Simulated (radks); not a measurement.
Neutral hydrogen inside a hard spherical wall (all orbitals vanish at R), configuration held at 1s1 and not refilled when levels cross. Calculated with a radial shooting solver on a logarithmic mesh with Libxc functionals: non-relativistic Kohn-Sham, r2SCAN, spin-unpolarised, spherical densities, point nucleus; meta-GGA in the generalised Kohn-Sham scheme; without spin polarisation the odd electron is poorly described. Eigenvalues in eV, with the zero of energy where the potential of the charges vanishes at infinity; a dash marks a level that is unbound or too diffuse for the functional's potential to be trusted. A positive occupied level is held by the wall or, in an anion where self-interaction has pushed it up, behind a barrier. The pressure on the wall is -dE/dV.

R (bohr)  E (hartree)  kinetic (hartree)   e(1s)  e(2s, empty)  e(2p, empty)  pressure (GPa)
free         -0.45286              0.441  -6.650             -             -               0
12           -0.45286              0.441  -6.650         2.318         2.405        < 0.0001
8            -0.45275              0.442  -6.635         4.015         3.339         0.00549
7            -0.45243              0.445  -6.600         5.184         3.961          0.0280
6            -0.45120              0.453  -6.491         7.322         5.088           0.146
5            -0.44651              0.477  -6.165        11.479         7.259           0.793
4            -0.42877              0.545  -5.203        20.243        11.798            4.72
3            -0.35878              0.740  -2.198        41.334        22.655            34.3
2            -0.03386              1.386   9.287        106.75        56.220             400
1.5           0.55623              2.328  28.172        202.43        105.25            2010
